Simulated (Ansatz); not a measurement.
A displaced shape of singlet Cu2:

```json
{"atom": "Cu", "x (Å)": "0.0320", "y (Å)": "-0.0343", "z (Å)": "-1.0988"}
{"atom": "Cu", "x (Å)": "-0.0172", "y (Å)": "0.0427", "z (Å)": "1.1356"}
```

It was optimised with HF/def2-SVP in Ansatz (development build ahead of 0.2.0) to forces under 0.001 eV/Å, with restricted orbitals. Each step stands on the lowest determinant of that kind that the program's search found.

Q: What shape does it relax to, and how does the optimisation go?

A:

```yaml
atoms:
  - { symbol: Cu, position_ang: [0.0339, -0.0374, -1.1873] }
  - { symbol: Cu, position_ang: [-0.0191, 0.0458, 1.2241] }
```

Bond lengths: Cu1–Cu2 2.413 Å.

| step | E − E(start) (eV) | largest force (eV/Å) |
| --- | --- | --- |
| 1 | 0.0000 | 1.0964 |
| 2 | -0.0564 | 0.5812 |
| 3 | -0.0847 | 0.1020 |
| 4 | -0.0858 | 0.0039 |
| 5 | -0.0858 | 0.0000 |

The optimisation ended after 5 steps with its threshold met.
